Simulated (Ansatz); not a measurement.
`[CH3][SnH2][SeH]` and `[CH3][SnH3]` differ in one atom or group.

Ansatz, PBE0-D4/def2-TZVP geometries, multiplicity 1. Each molecule was computed in one conformer, which needn't be the lowest.

Elements past krypton have def2 core potentials. Scalar relativity is left out up to krypton.

| property | `[CH3][SnH2][SeH]` |
| --- | --- |
| HOMO energy (PBE0/def2-TZVPP) / eV | -6.77 |
| LUMO energy (B3LYP/def2-TZVPP) / eV | -0.73 |
| zero-point energy (PBE0-D4/def2-TZVP) / kJ/mol | 151.0 |
| LUMO energy (ωB97M-V/def2-TZVPP) / eV | 1.17 |
| HOMO–LUMO gap (PBE0/def2-TZVPP) / eV | 6.32 |
| size of the dipole moment (ωB97M-V/def2-TZVPP) / D | 1.98 |

Task: What does the change do to each property? (Estimate.)

Result: Ansatz gave: 
```json
{"property": "HOMO energy (PBE0/def2-TZVPP) / eV", "`[CH3][SnH3]`": "-8.41", "shift": "-1.64"}
{"property": "LUMO energy (B3LYP/def2-TZVPP) / eV", "`[CH3][SnH3]`": "0.00", "shift": "0.73"}
{"property": "zero-point energy (PBE0-D4/def2-TZVP) / kJ/mol", "`[CH3][SnH3]`": "146.9", "shift": "-4.1"}
{"property": "LUMO energy (ωB97M-V/def2-TZVPP) / eV", "`[CH3][SnH3]`": "1.53", "shift": "0.36"}
{"property": "HOMO–LUMO gap (PBE0/def2-TZVPP) / eV", "`[CH3][SnH3]`": "8.68", "shift": "2.36"}
{"property": "size of the dipole moment (ωB97M-V/def2-TZVPP) / D", "`[CH3][SnH3]`": "0.73", "shift": "-1.25"}
```

With PBE0 the HOMO falls by 1.64 eV and the LUMO rises by 0.74 eV, so the gap widens by about 2.38 eV. PBE moves the HOMO by -1.59 eV and ωB97M-V by -1.67 eV. The zero-point energy changes by -4.1 kJ/mol with -3 modes. Dipoles are sizes alone; their direction can turn.

B3LYP here is the variant with VWN-RPA as its local correlation; programs differ in this.

Spin–orbit coupling is left out; it splits and shifts lone-pair levels of the heavy atoms by tenths of an eV.
